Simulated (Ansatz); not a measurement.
PBE exchange is replaced step by step with exact exchange (0 % is PBE, 25 % PBE0; no dispersion term), basis def2-TZVP, Ansatz. System: Tl3⁺. Total charge 1; singlet. Geometry: PBE-D4/def2-SVP.

Geometry of the singlet:

```csv
atom,x (Å),y (Å),z (Å)
Tl1,-0.997,-1.425,-1.259
Tl2,1.986,0.657,-0.486
Tl3,-0.989,0.768,1.745
```

In the def2 sets Tl takes a core potential; there is no spin–orbit coupling. At PBE-D4/def2-TZVP, PBE0-D4/def2-TZVP the restricted singlet is unstable: a solution with broken spin symmetry lies lower. The restricted singlet is unstable towards broken spin symmetry at other levels; at PBE with 5 % exact exchange/def2-TZVP, PBE with 10 % exact exchange/def2-TZVP, PBE with 15 % exact exchange/def2-TZVP, PBE with 35 % exact exchange/def2-TZVP and others this wasn't settled. The geometry of the singlet was relaxed on an unsound state (restricted singlet, unstable towards broken spin symmetry at other levels and untested here). At PBE0-D4/def2-TZVP a triplet of charge 1 lies 0.25 eV below the restricted singlet, each at its own geometry. The structure comes from a short search, and lower isomers may exist.

```csv
exact exchange (%),HOMO (eV),LUMO (eV),gap (eV)
0,-7.25,-6.97,0.28
5,-7.35,-6.83,0.52
10,-7.46,-6.69,0.76
25,-7.78,-6.29,1.49
35,-8.00,-6.02,1.97
50,-8.33,-5.63,2.70
```

Problem. Estimate the row for 15 %.

Solution. 
```tsv
exact exchange (%)	HOMO (eV)	LUMO (eV)	gap (eV)
15	-7.56	-6.56	1.01
```
